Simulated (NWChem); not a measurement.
Species: MgNH3; SMILES [NH2][MgH]

```xyz
5

Mg     0.2872    -0.6968    -0.0386
H      0.4645    -2.3848    -0.0914
N      0.0907     1.1802     0.0201
H     -0.7766     1.6956    -0.0155
H      0.8322     1.8607     0.0968
```
Atoms are numbered in this order, from 1.

Level: PBE0-D3(BJ)/def2-TZVP (NWChem), optimised geometry, unscaled harmonic frequencies. 

| frequency (cm⁻¹) | IR intensity (km/mol) |
|---|---|
| 292 | 311.9 |
| 305 | 191.7 |
| 352 | 71.2 |
| 526 | 163.9 |
| 693 | 55.5 |
| 1558 | 11.1 |
| 1641 | 195.0 |
| 3579 | 1.9 |
| 3658 | 7.7 |

zero-point energy: 18.0 kcal/mol
thermal correction to the enthalpy at 298.15 K (with zero-point energy): 21.3 kcal/mol
heat capacity Cv: 13.0 cal/(mol K)
entropy at 298.15 K and 1 atm (symmetry number 2): 60.0 cal/(mol K)
dipole moment: 0.81 D

Rigid rotor and harmonic oscillator.
